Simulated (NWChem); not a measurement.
Species: CH$_{6}$Sn; SMILES [CH3][SnH3]

```xyz
8

Sn     0.0000     0.0000    -0.3108
C      0.0000     0.0000     1.8411
H     -1.2471    -1.0222    -0.9004
H      1.5088    -0.5689    -0.9004
H     -0.2617     1.5911    -0.9004
H     -0.9606     0.3783     2.2176
H      0.8080     0.6428     2.2176
H      0.1527    -1.0211     2.2176
```
Atoms are numbered in this order, from 1.

Level: PBE0/def2-SVP with def2 effective core potentials on Sn (NWChem), optimised geometry, unscaled harmonic frequencies. def2 effective core potentials on Sn; no spin-orbit coupling.

```tsv
frequency (cm⁻¹)	IR intensity (km/mol)
118	0.0
411	22.7
411	22.7
530	26.4
702	185.3
732	79.7
732	79.7
792	31.6
792	31.6
1217	0.8
1435	2.8
1435	2.8
1926	82.7
1928	208.3
1928	208.3
3075	5.8
3193	1.6
3193	1.6
```

```json
{
 "zero_point_energy": "35.1 kcal/mol",
 "thermal correction to the enthalpy at 298.15 K (with zero-point energy)": "38.7 kcal/mol",
 "heat capacity Cv": "16.1 cal/(mol K)",
 "entropy at 298.15 K and 1 atm (symmetry number 3)": "67.9 cal/(mol K)"
}
```

Rigid rotor and harmonic oscillator.
